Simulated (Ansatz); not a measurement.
Input for Ansatz (a quantum-chemistry and plane-wave program): U-CAM-B3LYP/def2-TZVPP on NbS, 2S+1 = 4, a spin state set in the input, which need not be the lowest, a point of a bond scan (R = 2.130 Å). Elements past Kr take the def2 small-core potentials; no spin–orbit coupling.

Ansatz 0.2 input:
```yaml
crystal:
  periodic: [false, false, false]
  atoms:
    - {symbol: Nb, position_ang: [0.00000000, 0.00000000, 0.00000000]}
    - {symbol: S, position_ang: [0.00000000, 0.00000000, 2.12951800]}
basis:
  gaussian:
    orbitals: def2-TZVPP
    pivot_positions_ang: [[0.00000000, 0.00000000, 0.00000000], [0.00000000, 0.00000000, 2.12951800]]
hamiltonian:
  xc: {name: CAM-B3LYP}
magnetization: {spin_polarized: true, initial_magnetization: 3}
output: {forces: true, orbitals: {seedname: ./end}}
```

Output:

```
WARN ansatz: RAYON_NUM_THREADS=2 ignored (pool sized by the plan → 2); use --threads N
Functional definition: CAM-B3LYP
integrals: 0.03 GiB planned
653 factors; their error is unknown
integrals: 0.06 GiB planned
172 factors; integrals over basis functions are off by at most 2.0e-5 eV
mean field: 0.43 GiB planned
mean field evaluation 1: about -12381.5640 eV, gradient 1.9e1 eV
mean field evaluation 2: about -12377.0905 eV, gradient 3.7e1 eV
mean field evaluation 4: about -12383.5651 eV, gradient 2.4e0 eV
mean field evaluation 8: about -12383.6385 eV, gradient 9.9e-2 eV
mean field evaluation 16: about -12383.6607 eV, gradient 6.7e-4 eV
mean field evaluation 32: about -12383.2890 eV, gradient 4.0e0 eV
mean field -12383.66068100 eV, -455.0911360801 hartree, gradient 1.3e-5 eV, S^2 3.793406; 2 other end points of the search recorded, 0 dependent functions left out
the calculation of the forces begins
reference -12383.66077140 eV, -455.0911394021 hartree; 16, 13 occupied and 82, 85 virtual orbitals, 653 factors
Total energy: -12383.66077140 eV, -455.0911394021 hartree
Atom 0 at     0.000000     0.000000     0.000000 Å, force    -0.000000    -0.000000     0.222774 eV/Å
Atom 1 at     0.000000     0.000000     2.129518 Å, force     0.000000     0.000000    -0.222774 eV/Å
Dipole moment:    -0.000000     0.000000    -1.044219 e Å
```

Self-consistency was reached.

Cost: about 8 core-seconds (a rough figure).
